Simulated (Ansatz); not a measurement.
`[F][Zr]([SH])([SH])[SH]`. Total charge 0; spin multiplicity 1. Zr: def2 effective core potential. The structure was optimised at the PBE0-D4/def2-TZVP level. It is one conformer, not always the lowest.

```xyz
8

F     1.018    1.671    0.264
Zr    0.043    0.069    0.011
S    -1.928   -0.018    1.422
S     1.376   -1.888    0.531
S    -0.712   -0.172   -2.281
H    -2.169    1.289    1.186
H     1.906   -1.258    1.600
H     0.466    0.307   -2.733
```

Problem. What is the dipole moment at PBE/def2-TZVPP? (An estimate is asked.)

Solution. Computed: 1.27 D, with components (0.65, 1.07, 0.17) D in this frame, pointing from negative to positive charge.

Problem. And with r2SCAN, B3LYP, ωB97M-V? (Best estimate.)

Solution. Ansatz gave: r2SCAN 1.36 D, B3LYP 1.21 D, ωB97M-V 1.32 D.

Problem. Give the Mulliken charges with PBE, r2SCAN, ωB97M-V in def2-TZVPP. (Estimate.)

Solution. The calculation gave: 
```
atom    PBE  r2SCAN  ωB97M-V
  F1  -0.32   -0.36    -0.36
 Zr2   0.83    0.94     0.79
  S3  -0.29   -0.31    -0.27
  S4  -0.29   -0.31    -0.27
  S5  -0.29   -0.31    -0.27
  H6   0.12    0.12     0.13
  H7   0.12    0.12     0.13
  H8   0.12    0.12     0.13
```

B3LYP here is the variant with VWN-RPA as its local correlation; programs differ in this.
